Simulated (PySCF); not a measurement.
From one molecule to another.

First species: C₃H₇NOSi.
Numbering: `[O:1]=[CH:2][NH:3][SiH:4]1[CH2:5][CH2:6]1` (hydrogens: H7 on C2; H8 on N3; H9 on Si4; H10, H11 on C5; H12, H13 on C6)

Second species: 3-fluorophenol, C6H5FO.
SMILES: `Oc1cc(F)ccc1`

Levels: B3LYP/def2-SVPD for dipole moment, HOMO energy, LUMO energy, HOMO–LUMO gap, static isotropic polarisability and electronic spatial extent ⟨r²⟩ about the centre of nuclear charge; TDDFT B3LYP/def2-SVPD for lowest singlet excitation; TDA B3LYP/def2-SVPD for lowest triplet excitation (Tamm–Dancoff); GFN2-xTB for rotational constant A and rotational constant C. Geometries: GFN2-xTB. Each species is one conformer at its optimised geometry, gas phase, non-relativistic unless stated; the electronic structure was computed with PySCF and density fitting.

The conformers computed, where there is a choice (atom-mapped SMILES and torsion angles):
- `[O:1]=[CH:2][NH:3][SiH:4]1[CH2:5][CH2:6]1`: O1–C2–N3–Si4 2°, C2–N3–Si4–C5 -152°
- `[OH:1][c:2]1[cH:3][cH:4][cH:5][c:6]([F:7])[cH:8]1`: H–O1–C2–C3 180°

```
                                                         property   column X   column Y
                                                    dipole moment     3.20 D     0.86 D
                                                      HOMO energy   -6.59 eV   -6.63 eV
                                                      LUMO energy   -0.34 eV   -0.66 eV
                                                    HOMO–LUMO gap    6.25 eV    5.97 eV
                                        lowest singlet excitation    5.37 eV    5.16 eV
                         lowest triplet excitation (Tamm–Dancoff)    4.91 eV    4.15 eV
                                  static isotropic polarisability    72.7 au    72.8 au
electronic spatial extent ⟨r²⟩ about the centre of nuclear charge  762 bohr²  892 bohr²
                                            rotational constant A  7.238 GHz  3.776 GHz
                                            rotational constant C  1.683 GHz  1.221 GHz
```

Problem. Which column belongs to which species?

Solution. Column X is the first species and column Y the second. The first has 13 atoms and 54 electrons, the second 13 and 58.

Problem. How does each property change from the first species to the second?

Solution. dipole moment -2.34 D; HOMO energy -0.04 eV; LUMO energy -0.32 eV; HOMO–LUMO gap -0.28 eV; lowest singlet excitation -0.21 eV; lowest triplet excitation (Tamm–Dancoff) -0.76 eV; static isotropic polarisability +0.1 au; electronic spatial extent ⟨r²⟩ about the centre of nuclear charge +130 bohr²; rotational constant A -3.462 GHz; rotational constant C -0.462 GHz.

On the first: S1 lies 0.88 eV below the HOMO–LUMO gap; its leading configuration is HOMO→LUMO, weight 0.82. A dipole of 3.20 D is allowed in C1, and pure rotational transitions are dipole-allowed.

On the second: S1 lies 0.81 eV below the HOMO–LUMO gap; its leading configuration is HOMO→LUMO, weight 0.77.
